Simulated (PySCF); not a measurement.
CH2Cl, SMILES [CH2]Cl, multiplicity 2. Geometry optimised at B3LYP-D3(BJ)/def2-TZVP. The isomer is the one that the SMILES or the coordinates give; other isomers of the formula were not compared.

Computed equilibrium geometry at B3LYP-D3(BJ)/def2-TZVP (PySCF confirms it by a frequency run) as bond lengths and angles, and its point group:
point group C2v.
Atoms: C1 Cl2 H3 H4. Bonded distances (Å): C1–Cl2 1.698, C1–H3 1.077, C1–H4 1.077. Angles (°): Cl2–C1–H3 117.9, Cl2–C1–H4 117.9, H3–C1–H4 124.3.
Charge 0, spin multiplicity 2.
